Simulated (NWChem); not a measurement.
System meant: VNH2OF2; SMILES [NH2][V](=[O])([F])[F]

NWChem input:

```
start job
memory heap 200 mb stack 900 mb global 1100 mb
geometry units angstroms noautosym nocenter noautoz
  V     -0.030471    -0.000028     0.082187
  O      0.527862    -0.000845     1.514243
  F     -0.978559    -1.404389    -0.214593
  F     -0.975512     1.406441    -0.214296
  N      1.419784    -0.001481    -0.965362
  H      2.385365    -0.002844    -0.649640
  H      1.339462    -0.001060    -1.981247
end
basis spherical
  * library def2-svp
end
dft
  xc m06-2x
  iterations 150
end
property
  shielding 6 1 2 3 5 6 7
end
task dft property
```

End of the output:

```
 Vector   32  Occ=0.000000D+00  E=-1.960084D-02
              MO Center=  2.2D-01, -3.4D-04,  1.6D-01, r^2= 1.8D+00
   Bfn.  Coefficient  Atom+Function         Bfn.  Coefficient  Atom+Function
  ----- ------------  ---------------      ----- ------------  ---------------
    17      0.454707  1 V  d  0              18      0.448463  1 V  d  1
    76     -0.413220  5 N  s                 19      0.321441  1 V  d  2
    89      0.305930  6 H  s                 38      0.265958  2 O  px
    35      0.254053  2 O  px                22      0.222674  1 V  d  0
    23      0.209946  1 V  d  1              12     -0.171953  1 V  px

 center of mass
 --------------
 x =  -0.10308548 y =  -0.00000985 z =   0.06389063

 moments of inertia (a.u.)
 ------------------
         468.204575494705           0.005607379297           9.240145743420
           0.005607379297         472.256959828739          -0.010737672581
           9.240145743420          -0.010737672581         540.076573121576

     Multipole analysis of the density
     ---------------------------------

     L   x y z        total         alpha         beta         nuclear
     -   - - -        -----         -----         ----         -------
     0   0 0 0     -0.000000    -29.000000    -29.000000     58.000000

     1   1 0 0      1.116058      0.937166      0.937166     -0.758273
     1   0 1 0     -0.001081      0.002490      0.002490     -0.006060
     1   0 0 1     -0.880889     -1.154594     -1.154594      1.428298

     2   2 0 0    -24.964449    -85.738868    -85.738868    146.513286
     2   1 1 0     -0.007413      0.006961      0.006961     -0.021336
     2   1 0 1     -2.842266      5.166443      5.166443    -13.175152
     2   0 2 0    -31.446009    -79.204909    -79.204909    126.963810
     2   0 1 1      0.002248     -0.005059     -0.005059      0.012366
     2   0 0 2    -26.150636    -66.993761    -66.993761    107.836885

          -----------------------------------------
          Chemical Shielding Tensors (GIAO, in ppm)
          -----------------------------------------

 ------------------------------------------------------------------------
  xm06: d2 not coded                    0
 ------------------------------------------------------------------------
 ------------------------------------------------------------------------
  current input line :
    22: task dft property
 ------------------------------------------------------------------------
 ------------------------------------------------------------------------
 This error has not yet been assigned to a category
 ------------------------------------------------------------------------
 For more information see the NWChem manual at https://nwchemgit.github.io

0: xm06: d2 not coded:Received an Error in Communication
```

Question: Can this run be used? If not, why, and what is the fix?

Answer: The program stopped with an error. Cause: this functional's second derivatives, which shieldings need, aren't coded here; the fix takes a hybrid GGA instead. This input runs:
```
start job
memory heap 200 mb stack 900 mb global 1100 mb
geometry units angstroms noautosym nocenter noautoz
  V     -0.030471    -0.000028     0.082187
  O      0.527862    -0.000845     1.514243
  F     -0.978559    -1.404389    -0.214593
  F     -0.975512     1.406441    -0.214296
  N      1.419784    -0.001481    -0.965362
  H      2.385365    -0.002844    -0.649640
  H      1.339462    -0.001060    -1.981247
end
basis spherical
  * library def2-svp
end
dft
  xc pbe0
  iterations 150
end
property
  shielding 6 1 2 3 5 6 7
end
task dft property
```
It converges to -1274.11555 Ha (PBE0/def2-SVP, GIAO).
